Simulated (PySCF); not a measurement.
Computed Raman spectrum (relative Raman activity) of a molecule C3H4ClFSi. The structure is a stationary point at B3LYP-D3(BJ)/def2-SVP. The values are those of a single conformer. These are B3LYP-D3(BJ)/def2-SVP in PySCF values and carry that method's errors. Frequencies are harmonic and unscaled.

Lines under 2 % of the strongest are left out, and lines within 2 cm⁻¹ are merged.

ν (cm⁻¹): 257 (vw), 357 (vw), 436 (w), 484 (vw), 615 (w), 838 (vw), 859 (vw), 927 (w), 943 (w), 953 (w), 1079 (vw), 1247 (w), 2063 (vw), 2238 (vs), 2244 (m), 2251 (m), 3178 (s) (against the strongest line: vs over 80 %, s over 45 %, m over 15 %, w over 4 %, vw less)

Question: Identify the compound among the candidates.
A. FC=C=C([SiH3])Cl
B. F[Si@@]1(Cl)C=CC1
C. F[C@@H]1C=C[Si@H]1Cl
D. F[C@@H]1C=C(Cl)[SiH2]1

Answer: A, FC=C=C([SiH3])Cl
